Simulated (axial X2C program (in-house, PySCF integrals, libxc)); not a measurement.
How the levels of HCeH (f2 s0 d(πδ)0 orbitals) move with the bond length

Calculated with an in-house all-electron X2C program for linear molecules (integrals from PySCF): two-component X2C with atomic mean-field Coulomb and Gaunt terms, basis H dyall-v3z, Ce dyall-v3z (cores contracted in-house). Orbitals come from Hartree–Fock averaged over the configuration Ce f2 s0 d(πδ)0; CI then distributes these electrons over the f, s, d(πδ) shells of Ce.

At H–Ce–H held linear, both bonds 2.373 Å:

```
Ω  energy (cm⁻¹)     g∥  configuration
4              0   6.18        100% f2
3            900   4.37        100% f2
5           1331  10.15        100% f2
2           1610   2.99        100% f2
1           1763   1.57        100% f2
0           1780   0.00        100% f2
4           2141   8.15        100% f2
6           2718  14.00        100% f2
3           2796   6.41        100% f2
2           3040   4.28        100% f2
1           3127   2.10        100% f2
0           3142   0.00        100% f2
5           3447  11.85        100% f2
4           4173   9.69        100% f2
```

g∥ is the magnitude of 2⟨Lz + ge Sz⟩ for the +Ω component. The lowest 14 levels at most are listed.

At H–Ce–H held linear, both bonds 2.563 Å:

```
Ω  energy (cm⁻¹)     g∥  configuration
4              0   6.19        100% f2
3            852   4.40        100% f2
5           1338  10.16        100% f2
2           1483   2.98        100% f2
1           1651   1.55        100% f2
0           1676   0.00        100% f2
4           2102   8.17        100% f2
3           2684   6.38        100% f2
6           2733  14.00        100% f2
2           2926   4.27        100% f2
1           3021   2.11        100% f2
0           3041   0.00        100% f2
5           3429  11.85        100% f2
4           4063   9.66        100% f2
```

The lowest level lies 1278 cm⁻¹ above the lowest at the first distance.

How does the gap from the lowest to the fifth level change between the two distances?

From 1763 to 1651 cm⁻¹, a factor of 0.94.

There is no dynamic correlation: spin–orbit spacings and, for f shells, spacings inside one term are the most reliable numbers, splittings between terms come out too wide, and energies between configurations are not reliable, so the lowest level need not be the ground state of the molecule. At most 6 roots were kept for each Ω > 0 (twice that for Ω = 0) within 2.2 eV of the lowest, so higher up levels can be missing between those listed; levels with Ω > 0 are doubly degenerate and listed once, Ω = 0 levels singly. States that fill the shells left empty in the average are placed too high. The molecule was held linear; bending was not examined.
